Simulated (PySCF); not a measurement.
**Bond curve of AlSn⁻**

Set-up: PySCF, scalar-relativistic core potentials, basis sets Al def2-SVPD, Sn def2-SVPD with ECP28. Energies in eV from Al + Sn⁻ in their ground configurations at the same level. State: ³Σ⁻ (triplet), unpaired electrons π ↑↑.

| R (Å) | PBE0 | UHF-MP2 | r²SCAN | BP86 |
| --- | --- | --- | --- | --- |
| 2.307 | -1.597 | -1.141 | -1.624 | -1.678 |
| 2.414 | -1.967 | -1.524 | -1.995 | -2.062 |
| 2.521 | -2.170 | -1.730 | -2.199 | -2.282 |
| 2.602 | -2.241 | -1.799 | -2.271 | -2.368 |
| 2.682 | -2.260 | -1.813 | -2.292 | -2.403 |
| 2.763 | -2.238 | -1.784 | -2.273 | -2.398 |
| 2.870 | -2.162 | -1.696 | -2.201 | -2.346 |
| 3.004 | -2.016 | -1.526 | -2.061 | -2.231 |
| 3.165 | -1.797 | -1.253 | -1.850 | -2.047 |
| 3.379 | -1.478 | -0.882 | -1.540 | -1.771 |

Q: Put a parabola through the three lowest points of the PBE0 curve and estimate Re, k and ωe (reduced mass 22.03 u; 1 eV/Å² = 0.16022 mdyn/Å; ωe = 1302.8·√(k/μ) cm⁻¹).

A: Through R = 2.602, 2.682, 2.763 Å the second-order coefficient is 3.16 eV/Å², so Re ≈ 2.680 Å, k ≈ 1.01 mdyn/Å and ωe ≈ 279 cm⁻¹. A polynomial fit of higher order to the unrounded PBE0 energies gives Re = 2.675 Å, k = 1.02 mdyn/Å, ωe = 280 cm⁻¹; anharmonicity and rounding make the difference.

The higher-order fit for each curve: PBE0: Re = 2.675 Å, ωe = 280 cm⁻¹, De = 2.26 eV; UHF-MP2: Re = 2.665 Å, ωe = 293 cm⁻¹, De = 1.81 eV; r²SCAN: Re = 2.680 Å, ωe = 276 cm⁻¹, De = 2.29 eV; BP86: Re = 2.711 Å, ωe = 261 cm⁻¹, De = 2.41 eV.

Correlated steps freeze 9 core orbitals. Correlated levels converge slowly with the basis: in double zeta they bind strong bonds too weakly, by up to about 1 eV, and carry superposition errors of some tenths. These are scalar-relativistic numbers at best; spin–orbit coupling would shift them, the dissociation energy most. For an ion De counts to the pair picked by the measured ionisation energies or electron affinities, which need not be the lowest pair at this level. The highest Kohn–Sham level is positive in this anion. Much of that is self-interaction error, but it also means that the finite basis helps to hold the extra electron. The state is the lowest determinant that a PBE0 search found; another state may lie lower at other levels.
